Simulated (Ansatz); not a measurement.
A short molecular-dynamics run on CH₈AlNO₃, SMILES `C[NH2+][Al-]([OH])([OH])[OH]`.

```yaml
crystal:
  periodic: [false, false, false]
  atoms:
    - {symbol: C, position_ang: [0.239115, -1.648039, 0.834637]}
    - {symbol: N, position_ang: [0.923475, -0.478909, 0.259809]}
    - {symbol: Al, position_ang: [-0.333433, 0.903066, -0.464249]}
    - {symbol: O, position_ang: [-1.014404, 1.446653, 1.023086]}
    - {symbol: O, position_ang: [0.797015, 1.933211, -1.257477]}
    - {symbol: O, position_ang: [-1.330176, -0.079750, -1.471218]}
    - {symbol: H, position_ang: [0.942404, -2.396480, 1.205181]}
    - {symbol: H, position_ang: [-0.398612, -2.083589, 0.066787]}
    - {symbol: H, position_ang: [-0.393871, -1.304609, 1.651813]}
    - {symbol: H, position_ang: [1.545049, -0.758268, -0.493050]}
    - {symbol: H, position_ang: [1.504017, -0.026751, 0.959816]}
    - {symbol: H, position_ang: [-1.960756, 1.496917, 1.137098]}
    - {symbol: H, position_ang: [0.867045, 2.854956, -1.019480]}
    - {symbol: H, position_ang: [-1.399768, 0.112393, -2.403952]}
basis:
  gaussian: {orbitals: "6-31G*"}
hamiltonian: {xc: {name: revPBE}, dispersion: d3bjatm}
md: {timestep: 1 fs, n_steps: 30, ensemble: nvt_nose_hoover, temperature: 300, initial_velocities: maxwell_boltzmann, seed: 346}
```

```sh
$ ansatz run in.yaml --threads 4 --pin off --events-out ev --progress --plain --max-ram 11315MiB
```

```
step  time (fs)  potential energy (eV)  kinetic (eV)  T (K)  conserved (eV)
   0        0.0            -15395.8015        0.4653    300     -15395.3362
   1        1.0            -15395.7315        0.4029    260     -15395.3286
   2        2.0            -15395.6869        0.3588    231     -15395.3282
   3        3.0            -15395.6778        0.3451    223     -15395.3327
   4        4.0            -15395.6435        0.3119    201     -15395.3316
   5        5.0            -15395.5954        0.2677    173     -15395.3278
   6        6.0            -15395.5864        0.2589    167     -15395.3277
   7        7.0            -15395.6203        0.2899    187     -15395.3307
   8        8.0            -15395.6555        0.3238    209     -15395.3322
   9        9.0            -15395.6712        0.3414    220     -15395.3304
  10       10.0            -15395.6919        0.3632    234     -15395.3296
  11       11.0            -15395.7287        0.3969    256     -15395.3328
  12       12.0            -15395.7366        0.4032    260     -15395.3347
  13       13.0            -15395.6875        0.3574    230     -15395.3317
  14       14.0            -15395.6240        0.2983    192     -15395.3275
  15       15.0            -15395.6065        0.2813    181     -15395.3272
  16       16.0            -15395.6389        0.3099    200     -15395.3312
  17       17.0            -15395.6625        0.3308    213     -15395.3342
  18       18.0            -15395.6385        0.3108    200     -15395.3306
  19       19.0            -15395.6211        0.2980    192     -15395.3264
  20       20.0            -15395.6689        0.3423    221     -15395.3301
  21       21.0            -15395.7309        0.4001    258     -15395.3348
  22       22.0            -15395.7368        0.4071    262     -15395.3342
  23       23.0            -15395.6902        0.3645    235     -15395.3307
  24       24.0            -15395.6394        0.3160    204     -15395.3288
  25       25.0            -15395.6128        0.2886    186     -15395.3300
  26       26.0            -15395.5947        0.2697    174     -15395.3312
  27       27.0            -15395.5700        0.2469    159     -15395.3297
  28       28.0            -15395.5588        0.2360    152     -15395.3297
  29       29.0            -15395.5605        0.2360    152     -15395.3320
  30       30.0            -15395.5506        0.2286    147     -15395.3299
```

Velocities are drawn at the set temperature; a run this short doesn't reach equilibrium.

Frames (Å, forces in eV/Å):

```xyz
14
time=0.0 fs
C     0.239   -1.648    0.835   -0.087   -0.278    0.133
N     0.923   -0.479    0.260   -0.130    0.123   -0.063
Al   -0.333    0.903   -0.464   -0.140    0.107   -0.064
O    -1.014    1.447    1.023    0.594    0.214    0.739
O     0.797    1.933   -1.257    0.593   -0.376   -0.662
O    -1.330   -0.080   -1.471   -0.450   -0.745    0.367
H     0.942   -2.396    1.205    0.255   -0.292    0.146
H    -0.399   -2.084    0.067   -0.197   -0.101   -0.282
H    -0.394   -1.305    1.652   -0.204    0.173    0.251
H     1.545   -0.758   -0.493    0.336   -0.143   -0.387
H     1.504   -0.027    0.960    0.312    0.234    0.364
H    -1.961    1.497    1.137   -0.838    0.028   -0.007
H     0.867    2.855   -1.019   -0.025    0.802    0.265
H    -1.400    0.112   -2.404   -0.020    0.255   -0.799
14
time=2.0 fs
C     0.235   -1.637    0.842   -1.122   -1.110   -0.425
N     0.928   -0.483    0.251   -0.819   -0.442   -0.660
Al   -0.339    0.906   -0.465    0.337    0.218   -0.076
O    -1.016    1.432    1.018    0.246    0.308    0.996
O     0.802    1.939   -1.259    0.436   -0.859   -0.665
O    -1.325   -0.077   -1.461   -0.611   -0.991    0.661
H     0.906   -2.412    1.203    0.702   -0.324    0.191
H    -0.409   -2.145    0.047    0.394    0.928    0.914
H    -0.350   -1.302    1.719   -0.200    0.090   -0.466
H     1.533   -0.787   -0.508    0.344   -0.034   -0.275
H     1.492   -0.043    0.944    0.966    0.662    0.917
H    -1.967    1.530    1.105   -0.584    0.034   -0.025
H     0.853    2.857   -1.030   -0.010    1.173    0.345
H    -1.362    0.136   -2.381   -0.080    0.347   -1.434
14
time=4.0 fs
C     0.228   -1.630    0.849   -0.688   -1.779    0.056
N     0.931   -0.488    0.241    0.144   -0.102   -0.050
Al   -0.344    0.910   -0.467    0.793    0.369   -0.070
O    -1.017    1.419    1.016   -1.139    0.573    1.298
O     0.808    1.942   -1.262    0.425    0.825   -0.201
O    -1.321   -0.077   -1.450   -0.877   -0.659   -1.643
H     0.894   -2.437    1.207    0.485    0.203   -0.014
H    -0.406   -2.173    0.059    0.258    1.229    1.043
H    -0.314   -1.296    1.769   -0.211    0.027   -0.929
H     1.534   -0.816   -0.532    0.004    0.233    0.287
H     1.513   -0.037    0.958    0.236    0.004   -0.175
H    -1.992    1.565    1.071    0.718   -0.145   -0.106
H     0.839    2.898   -1.028   -0.111   -0.611   -0.074
H    -1.326    0.171   -2.405   -0.039   -0.168    0.579
14
time=6.0 fs
C     0.219   -1.628    0.856    0.803   -1.619    0.890
N     0.934   -0.494    0.231    0.799    0.294    0.693
Al   -0.348    0.914   -0.468    1.184    0.453   -0.037
O    -1.021    1.407    1.017   -1.291    0.667    1.325
O     0.815    1.948   -1.265    0.265    1.338    0.013
O    -1.319   -0.078   -1.443   -0.940   -0.471   -2.585
H     0.901   -2.456    1.210    0.107    0.666   -0.181
H    -0.394   -2.155    0.108   -0.556    0.675    0.131
H    -0.286   -1.289    1.786   -0.380    0.092   -0.766
H     1.535   -0.837   -0.546   -0.137    0.325    0.491
H     1.543   -0.031    0.966   -0.459   -0.560   -1.043
H    -1.993    1.594    1.034    0.807   -0.193   -0.035
H     0.821    2.919   -1.029   -0.092   -1.217   -0.222
H    -1.293    0.200   -2.411   -0.110   -0.450    1.326
14
time=8.0 fs
C     0.212   -1.631    0.866    2.299   -0.695    1.321
N     0.939   -0.499    0.223    0.251    0.237    0.823
Al   -0.350    0.918   -0.470    1.443    0.386    0.022
O    -1.028    1.396    1.021   -0.110    0.423    1.184
O     0.823    1.956   -1.268    0.035   -0.044   -0.163
O    -1.319   -0.081   -1.442   -0.895   -0.691   -1.319
H     0.912   -2.450    1.208   -0.073    0.610   -0.168
H    -0.405   -2.113    0.162   -1.487   -0.225   -1.080
H    -0.273   -1.278    1.774   -0.606    0.280   -0.091
H     1.531   -0.846   -0.543    0.050    0.130    0.096
H     1.558   -0.044    0.937   -0.311   -0.389   -0.699
H    -1.967    1.616    0.995   -0.404    0.062    0.053
H     0.799    2.899   -1.037   -0.038    0.088    0.054
H    -1.263    0.213   -2.371   -0.154   -0.171   -0.034
14
time=10.0 fs
C     0.212   -1.636    0.879    1.582   -0.168    0.117
N     0.945   -0.503    0.216   -1.012   -0.287    0.148
Al   -0.350    0.923   -0.471    1.519    0.216    0.077
O    -1.035    1.387    1.028    0.396    0.263    1.035
O     0.830    1.965   -1.272   -0.088   -1.376   -0.353
O    -1.321   -0.085   -1.444   -0.868   -0.986    0.342
H     0.921   -2.422    1.199    0.048    0.009    0.029
H    -0.468   -2.077    0.179   -0.792   -0.106   -0.621
H    -0.283   -1.256    1.758   -0.551    0.359    0.381
H     1.530   -0.850   -0.537    0.228   -0.148   -0.427
H     1.563   -0.070    0.884    0.576    0.363    0.563
H    -1.954    1.641    0.958   -0.892    0.211    0.071
H     0.775    2.882   -1.043   -0.060    1.369    0.331
H    -1.240    0.221   -2.335   -0.086    0.279   -1.692
14
time=12.0 fs
C     0.217   -1.642    0.893   -0.669    0.499   -1.082
N     0.948   -0.508    0.211   -1.080   -0.481   -0.268
Al   -0.348    0.929   -0.472    1.413    0.040    0.102
O    -1.041    1.378    1.038   -0.689    0.572    0.741
O     0.838    1.970   -1.276   -0.247   -0.082    0.022
O    -1.326   -0.091   -1.445   -0.623   -0.366   -0.804
H     0.933   -2.394    1.191    0.260   -0.704    0.278
H    -0.559   -2.044    0.174    0.811    0.311    0.552
H    -0.312   -1.222    1.755    0.003    0.060    0.111
H     1.536   -0.859   -0.545   -0.021   -0.161   -0.359
H     1.588   -0.084    0.851    0.740    0.556    0.940
H    -1.971    1.672    0.924    0.262   -0.130    0.193
H     0.750    2.910   -1.038    0.034    0.052   -0.005
H    -1.220    0.236   -2.354   -0.196   -0.166   -0.420
14
time=14.0 fs
C     0.220   -1.646    0.904   -1.623    1.048   -1.047
N     0.948   -0.514    0.204    0.375    0.052    0.288
Al   -0.344    0.935   -0.473    1.190   -0.152    0.127
O    -1.049    1.371    1.049   -1.181    0.746    0.361
O     0.845    1.976   -1.281   -0.444    1.132    0.367
O    -1.332   -0.098   -1.448   -0.274    0.356   -2.069
H     0.953   -2.392    1.194   -0.075   -0.685    0.273
H    -0.622   -2.000    0.187    1.551    0.179    0.848
H    -0.341   -1.185    1.756    0.612   -0.327   -0.245
H     1.541   -0.874   -0.566   -0.434    0.022    0.105
H     1.638   -0.079    0.849   -0.394   -0.163   -0.078
H    -1.980    1.699    0.898    0.858   -0.360    0.322
H     0.726    2.940   -1.033    0.193   -1.170   -0.321
H    -1.207    0.246   -2.389   -0.354   -0.676    1.069
14
time=16.0 fs
C     0.219   -1.647    0.911   -0.654    1.097   -0.361
N     0.949   -0.520    0.199    1.087    0.362    0.692
Al   -0.339    0.940   -0.474    0.899   -0.398    0.178
O    -1.060    1.365    1.061   -0.280    0.421    0.090
O     0.851    1.983   -1.285   -0.490    0.527    0.297
O    -1.338   -0.105   -1.456   -0.057    0.485   -1.421
H     0.969   -2.413    1.206   -0.772   -0.065    0.045
H    -0.628   -1.951    0.231    1.066   -0.347    0.206
H    -0.348   -1.160    1.749    0.799   -0.411   -0.097
H     1.530   -0.889   -0.584   -0.519    0.090    0.272
H     1.674   -0.080    0.846   -1.031   -0.562   -0.646
H    -1.959    1.713    0.883    0.082   -0.100    0.261
H     0.709    2.931   -1.039    0.183   -0.563   -0.200
H    -1.208    0.230   -2.388   -0.312   -0.536    0.683
14
time=18.0 fs
C     0.215   -1.645    0.918    1.290    1.168    0.463
N     0.953   -0.526    0.195    0.358    0.156    0.602
Al   -0.332    0.945   -0.475    0.534   -0.655    0.216
O    -1.071    1.360    1.073    0.911   -0.069   -0.077
O     0.855    1.992   -1.288   -0.330   -1.167   -0.034
O    -1.345   -0.110   -1.468   -0.007    0.135    0.701
H     0.957   -2.438    1.220   -0.992    0.332   -0.112
H    -0.596   -1.915    0.281   -0.468   -0.995   -1.064
H    -0.325   -1.150    1.739    0.499   -0.148    0.476
H     1.501   -0.900   -0.593   -0.218   -0.045   -0.055
H     1.674   -0.100    0.820   -0.518   -0.264   -0.229
H    -1.936    1.724    0.878   -0.958    0.321    0.085
H     0.698    2.903   -1.052   -0.027    1.138    0.191
H    -1.220    0.196   -2.365   -0.074    0.094   -1.163
14
time=20.0 fs
C     0.215   -1.639    0.926    1.571    1.133    0.219
N     0.958   -0.531    0.193   -1.127   -0.500   -0.077
Al   -0.324    0.948   -0.475    0.096   -0.816    0.211
O    -1.081    1.355    1.085    0.510    0.100   -0.467
O     0.859    1.998   -1.291   -0.365   -0.917    0.072
O    -1.352   -0.115   -1.477    0.200    0.282    1.082
H     0.908   -2.452    1.231   -0.444    0.148   -0.066
H    -0.580   -1.916    0.293   -0.996   -0.985   -1.267
H    -0.284   -1.146    1.747    0.025    0.142    0.871
H     1.463   -0.914   -0.603    0.113   -0.169   -0.399
H     1.656   -0.129    0.788    0.803    0.465    0.774
H    -1.945    1.745    0.877   -0.375    0.077    0.184
H     0.687    2.913   -1.059    0.014    0.879    0.117
H    -1.235    0.164   -2.382   -0.025    0.161   -1.253
14
time=22.0 fs
C     0.220   -1.629    0.934   -0.554    0.895   -0.856
N     0.960   -0.537    0.190   -1.062   -0.639   -0.222
Al   -0.316    0.951   -0.476   -0.334   -0.868    0.195
O    -1.089    1.351    1.096   -0.332    0.508   -0.885
O     0.862    2.003   -1.293   -0.593    0.712    0.457
O    -1.358   -0.120   -1.485    0.540    0.870   -0.643
H     0.844   -2.461    1.239    0.460   -0.380    0.086
H    -0.596   -1.952    0.261    0.219   -0.097    0.118
H    -0.241   -1.137    1.786   -0.165    0.053    0.433
H     1.428   -0.933   -0.628    0.144   -0.020   -0.153
H     1.666   -0.143    0.782    0.905    0.436    0.621
H    -1.967    1.769    0.883    0.650   -0.405    0.360
H     0.677    2.953   -1.062    0.285   -0.780   -0.257
H    -1.252    0.136   -2.441   -0.164   -0.287    0.746
14
time=24.0 fs
C     0.223   -1.616    0.939   -1.750    0.281   -0.806
N     0.960   -0.545    0.187    0.386   -0.099    0.371
Al   -0.309    0.953   -0.475   -0.682   -0.886    0.196
O    -1.097    1.348    1.105   -0.050    0.400   -1.030
O     0.864    2.009   -1.295   -0.601    0.925    0.511
O    -1.363   -0.122   -1.494    0.686    0.998   -1.053
H     0.796   -2.483    1.250    0.801   -0.297    0.020
H    -0.607   -1.992    0.232    0.888    0.666    1.053
H    -0.203   -1.127    1.841   -0.133   -0.228   -0.435
H     1.399   -0.952   -0.658    0.050    0.223    0.356
H     1.707   -0.141    0.797   -0.304   -0.296   -0.565
H    -1.968    1.778    0.903    0.529   -0.358    0.279
H     0.678    2.968   -1.074    0.309   -1.032   -0.285
H    -1.275    0.099   -2.476   -0.131   -0.299    1.389
14
time=26.0 fs
C     0.221   -1.603    0.943   -1.156   -0.762    0.052
N     0.960   -0.553    0.185    0.956    0.275    0.576
Al   -0.302    0.953   -0.475   -0.950   -0.890    0.178
O    -1.106    1.345    1.112    1.174   -0.205   -0.961
O     0.864    2.016   -1.296   -0.354   -0.579    0.241
O    -1.367   -0.122   -1.505    0.698    0.737    0.547
H     0.776   -2.515    1.261    0.547    0.494   -0.248
H    -0.585   -2.008    0.241    0.503    0.858    0.976
H    -0.171   -1.124    1.880   -0.187   -0.293   -0.877
H     1.372   -0.964   -0.675    0.075    0.250    0.468
H     1.738   -0.150    0.792   -0.820   -0.565   -0.987
H    -1.951    1.776    0.932   -0.557    0.188    0.009
H     0.689    2.947   -1.097    0.039    0.419    0.037
H    -1.303    0.051   -2.462    0.032    0.073   -0.011
14
time=28.0 fs
C     0.215   -1.592    0.946    0.547   -1.187    0.956
N     0.962   -0.560    0.185    0.160    0.272    0.222
Al   -0.297    0.952   -0.474   -1.157   -0.818    0.112
O    -1.112    1.342    1.116    1.497   -0.391   -0.999
O     0.863    2.023   -1.296   -0.191   -1.581    0.098
O    -1.369   -0.120   -1.515    0.720    0.537    2.262
H     0.778   -2.529    1.263    0.304    0.979   -0.377
H    -0.547   -1.993    0.284   -0.790    0.378   -0.032
H    -0.147   -1.133    1.888   -0.394   -0.038   -0.568
H     1.348   -0.966   -0.676    0.201    0.020    0.063
H     1.741   -0.179    0.752   -0.141   -0.158   -0.331
H    -1.953    1.779    0.963   -0.757    0.304   -0.081
H     0.702    2.941   -1.118   -0.140    1.345    0.225
H    -1.329    0.006   -2.450    0.141    0.338   -1.550
14
time=30.0 fs
C     0.212   -1.584    0.953    1.889   -0.982    1.045
N     0.965   -0.567    0.185   -1.203    0.037   -0.530
Al   -0.294    0.949   -0.473   -1.272   -0.648    0.027
O    -1.115    1.338    1.118    0.449    0.118   -1.127
O     0.862    2.026   -1.295   -0.362   -0.097    0.351
O    -1.369   -0.117   -1.520    0.747    0.649    0.840
H     0.792   -2.506    1.251    0.258    0.740   -0.270
H    -0.539   -1.964    0.327   -1.807   -0.198   -0.959
H    -0.137   -1.142    1.875   -0.608    0.393    0.239
H     1.331   -0.968   -0.674    0.220   -0.224   -0.350
H     1.740   -0.213    0.701    1.104    0.507    0.740
H    -1.980    1.792    0.991    0.383   -0.279    0.006
H     0.711    2.979   -1.132    0.053   -0.224   -0.014
H    -1.350   -0.028   -2.488    0.151    0.208    0.001
```

It took 30 s on 4 threads of an Intel Xeon Platinum 8488C on a shared host, with 0.18 GiB of host memory at the peak.
